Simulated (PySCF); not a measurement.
Compound: C₆H₁₀Cl (charge +1).
SMILES: `C[C+](C)[C@@H]1C[C@@H]1Cl`

A PySCF run (density fitting, gas phase, GFN2-xTB geometry) gave HOMO -14.13 eV, LUMO -10.10 eV.

Question: Which of these levels was it?
A. PBE0/def2-SVP
B. HSE06/6-31G*
C. WP04/def2-SVPD
D. PBE0/def2-SVPD

Answer: C. It is WP04/def2-SVPD. All candidates on this geometry:

| level and settings | kind | basis functions | SCF cycles | E (Eh) | HOMO (eV) | LUMO (eV) |
| --- | --- | --- | --- | --- | --- | --- |
| WP04/def2-SVPD, energy threshold 1e-08 Eh, start guess vsap | global hybrid fitted to proton shifts | 227 | 17 | -704.4767 | -14.13 | -10.10 |
| HSE06/6-31G*, start guess vsap | screened hybrid, exact exchange at short range | 122 | 16 | -694.1206 | -12.48 | -8.19 |
| PBE0/def2-SVP, fitting basis def2-qzvpp-jkfit | global hybrid | 152 | 10 | -693.7932 | -12.93 | -7.90 |
| PBE0/def2-SVPD, energy threshold 1e-06 Eh | global hybrid | 227 | 7 | -693.8111 | -12.96 | -7.90 |

The nearest other candidate, by the summed differences of HOMO and LUMO, is PBE0/def2-SVPD: its HOMO differs by +1.17 eV and its LUMO by +2.20 eV. All basis functions are spherical, in the Pople sets too. WP04 was designed for NMR shieldings or shifts; total energies of different functionals aren't comparable.

Conformer computed: `[CH3:1][C+:2]([CH3:3])[C@@H:4]1[CH2:5][C@@H:6]1[Cl:7]`: C1–C2–C4–C5 -157°.
